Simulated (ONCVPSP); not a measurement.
**Potentials for Ni (Z = 28) compared**

Generated with ld1.x 7.5 (TM, RRKJ, ultrasoft, PAW), atompaw 4.2 or ONCVPSP 4.0.1. The cutoff is in Ry: for ld1.x and atompaw files where the sum of valence levels is converged to 10 mRy in a Bessel basis, for ONCV files where the hardest occupied wave has 1 mHa per electron of residual kinetic energy. The error is the largest all-electron minus pseudo excitation energy over each file’s own four to seven test configurations (ionisations up to +4, promotions, holes and added fractions of an electron), all of which were solved. The labels leave out finer settings (local radius, basis sizes, second energies), which also bear on the numbers. Spin-polarised tests are not counted. The rows are a selection from randomly drawn settings: files with unsolved tests, undetermined cutoffs or missed reference levels are left out.

| potential | cutoff (Ry) | largest error (meV) | bound ghosts |
| --- | --- | --- | --- |
| ONCV, PBE, scalar-relativistic, rc 0.96/0.80/0.84/0.72 (spdf), local f, core correction yes, reference 3s2 3p6 3d8 4s2, qcut 8.6/14/17.1/13.2, projectors 2/2/2/0 | 238 | -5.5 | none |
| ONCV, PBE, fully relativistic, rc 1.10/1.00/0.95/1.15 (spdf), local smoothed, core correction yes, reference 3s2 3p6 3d8 4s1.5, qcut 8.5/13.7/17.5/11.2, projectors 2/2/3/1 | 220 | +4.7 | none |
| ONCV, PBEsol, fully relativistic, rc 2.00/3.05/1.45 (spd), local smoothed, core correction no, reference 3d8 4s1.5 4p0.5, qcut 3.8/2.3/12, projectors 1/1/2 | 104 | -9.9 | none |
| ONCV, PBE, scalar-relativistic, rc 1.05/0.80/1.00 (spd), local smoothed, core correction yes, reference 3s2 3p6 3d8 4s1, qcut 9.9/11.5/12.7, projectors 3/3/3 | 154 | +1.1 | none |
| ONCV, LDA (Perdew-Wang 92), scalar-relativistic, rc 1.10/1.10/1.20 (spd), local smoothed, core correction no, reference 3s2 3p6 3d8 4s1.75, qcut 13.8/15.1/11.8, projectors 2/2/1 | 121 | -87 | none |
| ONCV, PBE, scalar-relativistic, rc 1.05/1.05/1.55 (spd), local smoothed, core correction yes, reference 3s2 3p6 3d9 4s1, qcut 14.4/11.8/8.5, projectors 2/2/2 | 127 | +41 | none |

Question: Fill in the row for Ni: ONCV, BLYP, fully relativistic, rc 1.15/0.70/0.95 (spd), local smoothed, core correction no, reference 3s2 3p6 3d8 4s2, qcut 10/11.4/19.4, projectors 2/2/2.

Answer: cutoff 242 Ry, largest error +6.9 meV, bound ghosts: none.

Question: Fill in the row for Ni: ONCV, LDA (Perdew-Zunger), scalar-relativistic, rc 1.25/1.00/0.90 (spd), local d, core correction no, reference 3s2 3p6 3d8.5 4s1.5, qcut 10.7/13.7/14.4, projectors 3/2/0.

Answer: cutoff 187 Ry, largest error -2.5 meV, bound ghosts: none.
